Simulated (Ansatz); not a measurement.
Cu(NH2)2 (CuN2H4), relaxed as a doublet with UKS r2SCAN-D4/def2-TZVP in Ansatz, starting from the GFN2-xTB geometry. Force threshold 0.02 eV/Å.

The relaxation made no stability test and no search for a lower SCF solution. No other spin state of charge 0 was run.

Start:

```xyz
7

Cu    0.000    0.001    0.000
N     1.444   -0.326    0.940
H     1.457   -0.652    1.896
H     2.394   -0.233    0.613
N    -1.442    0.329   -0.941
H    -2.391    0.233   -0.609
H    -1.462    0.649   -1.899
```

| step | energy (eV) | largest force component (eV/Å) | SCF passes |
| --- | --- | --- | --- |
| 1 | -47685.7110 | 0.335 | 21 |
| 2 (rejected) | -47685.6928 | 0.601 | 28 |
| 3 | -47685.7150 | 0.231 | 25 |
| 4 | -47685.7193 | 0.006 | 24 |

Force components are those of the run's own axes.

End:

Cartesian coordinates in Å:
```
Cu -0.0010 0.0001 0.0016
N 1.4583 -0.3336 0.9502
H 1.4761 -0.6538 1.9092
H 2.4089 -0.2355 0.6195
N -1.4586 0.3339 -0.9496
H -2.4102 0.2356 -0.6219
H -1.4735 0.6533 -1.9090
```

By distances, no bond broke or formed. The bond that changes most is Cu1–N5, from 1.75 to 1.77 Å (atoms count from 1).

No frequencies were taken in this run, so the end may be a saddle point.

Run time 3.9 s (4 threads of Intel Xeon 6975P-C on a shared host).
